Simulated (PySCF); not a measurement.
# C₄H₁₁NO₃Si: full NMR table

```
Formula                               : C4H11NO3Si
SMILES                                : CO[Si@@H](N)O[C@@H](C)C=O
Point group of the computed structure : C1
Degrees of unsaturation               : 1
Carbon signals                        : 4
Proton signals                        : 6
```

Numbering as in the mapped SMILES `[CH3:1][O:2][Si@@H:3]([NH2:4])[O:5][C@@H:6]([CH3:7])[CH:8]=[O:9]`; H(Xn) means a hydrogen on atom n.

- GFN2-xTB geometry
- shielding tensors at PBE0/pcSseg-1 (GIAO)
- code: PySCF 2.14
- one averaged value for each set of equivalent atoms, in vacuum, non-relativistic Hamiltonian, single conformer

δ = σ(ref) − σ, references computed at the same level: TMS for $^{1}$H and $^{13}$C and $^{29}$Si; $^{15}$N against NH3; H2O for $^{17}$O.

```tsv
carbon	δC, type	δH (multiplicity)	HMBC from (2–3 bonds)	span of the C tensor (ppm)
C1	50.4, CH3	3.86 (s)	H(Si3)	75
C6	75.5, CH	4.35 (m)	H(C8), H(Si3), H(C7)	41
C7	20.1, CH3	1.32 (d)	H(C8), H(C6)	38
C8	216.1, CH	10.29 (d)	H(C6), H(C7)	187
```

Other nuclei:
```
 atoms    nucleus                             environment  δ (ppm)  σ (ppm)
H(Si3)    $^{1}$H  hydrogen on a silicon bonded to N, 2 O     5.13    26.58
 H(N4)    $^{1}$H     hydrogen on a nitrogen bonded to Si     0.75    30.97
   Si3  $^{29}$Si             silicon bonded to N, 2 O, H    -46.9    396.1
    N4   $^{15}$N              nitrogen bonded to Si, 2 H     27.5    240.2
    O9   $^{17}$O                         aldehyde oxygen    689.8   -353.8
    O5   $^{17}$O                  oxygen bonded to C, Si     62.7    273.4
    O2   $^{17}$O                  oxygen bonded to C, Si     33.8    302.2
```

Carbon types of the structure: 2 × CH, 2 × CH3, leaving 3 H on heteroatoms. δC 216.1: aldehyde carbonyl carbon; the double bond to the heteroatom, with no lone-pair donor beside it, deshields it most. δC 75.5: sp3 CH bonded to O, α to a carbonyl; pulled downfield by the heteroatom. δC 50.4: methyl carbon bonded to O; deshielded by the electronegative neighbour. δH 10.29: hydrogen on an aldehyde carbonyl carbon; the C=O anisotropy and electron withdrawal place aldehyde protons far downfield. δH 0.75: hydrogen on a nitrogen bonded to Si; labile proton, position sensitive to the medium.

The OH or NH signal is concentration- and solvent-dependent in practice; the value given is the gas-phase one. Shifts are as computed. Against solution values, carbons near 30 ppm lie about +3 ppm off and those near 130 ppm about +5 ppm. Of 1309 compounds with measured shifts, 239 miss one by over three times the rms of a fit or turn the order of signals round; such compounds aren't used in these exercises. Unscaled 17O shifts of doubly bonded oxygen tend to come out too high, by tens of ppm or more. Experimental scales use liquid or dissolved standards, which lie at an offset from isolated NH3 (liquid NH3: subtract about 20 ppm) and H2O (liquid H2O: subtract about 36 ppm). Multiplicities follow the n + 1 count of equivalent neighbours, as no J values were calculated; m marks all less simple cases, F and P coupling included.
